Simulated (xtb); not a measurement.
xtb input:

```bash
xtb mol.xyz --gfn 2 --ohess tight --chrg 1 --uhf 0
```
mol.xyz:
```
10

Si     1.25110560     0.32235029     0.16003126
O     -0.06067792    -0.57538002    -0.57156894
C     -1.28479255    -0.09203242    -0.07670696
H      2.51188832    -0.16619935    -0.43371989
H      1.25131378     0.16086394     1.55223769
H      1.06818693     1.73082626    -0.18283399
H     -1.39782061     1.00187667    -0.33152702
H     -1.30123765    -0.24565191     1.02205754
H     -2.11560447    -0.70832673    -0.55182749
H      0.05437183    -1.59094192    -0.65985685
```

Which total energy does the run end on?

-11.08694 Eh (GFN2-xTB).

It need not be the lowest isomer of its formula.
